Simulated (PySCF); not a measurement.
**V¹⁴⁺: ionisation energy**

V¹⁴⁺ [He] 2s2 2p5 [2p1/2^2 2p3/2^3, M_J = 3/2] → V¹⁵⁺ [He] 2s2 2p4 [2p1/2^2 2p3/2^2, M_J = 2], as a difference of total energies. Computed with PySCF 2.14 in an even-tempered Gaussian basis (18 s from 2.6 bohr⁻², ratio 2.4; 11 p from 3.4 bohr⁻², ratio 2.4; 5 d from 17 bohr⁻², ratio 2.6; 5 f from 25 bohr⁻², ratio 2.6), with the two-component X2C-1e Hamiltonian. Correlated levels: nothing frozen; the 30 highest virtual spinors dropped. "Screened" scales the spin-orbit matrix elements by Boettger's factors to mimic the two-electron term; Breit and QED terms are absent.

Order these methods by the ionisation energy they give, lowest first.
A. GHF (spin-free)
B. GMP2 (spin-free)
C. GMP2 (screened spin-orbit)
D. GHF (screened spin-orbit)

D (975.38 eV), A (976.39 eV), C (976.85 eV), B (977.87 eV).

The labels give the starting determinants; with spin-orbit coupling the two ends relaxed to ⟨J²⟩ = 3.75, ⟨L²⟩ = 2.00, ⟨S²⟩ = 0.75 and ⟨J²⟩ = 6.00, ⟨L²⟩ = 2.24, ⟨S²⟩ = 1.88.

For comparison: 977.2 ± 1.3 eV (semi-empirical (NIST evaluation); NIST Atomic Spectra Database, ionization energies).
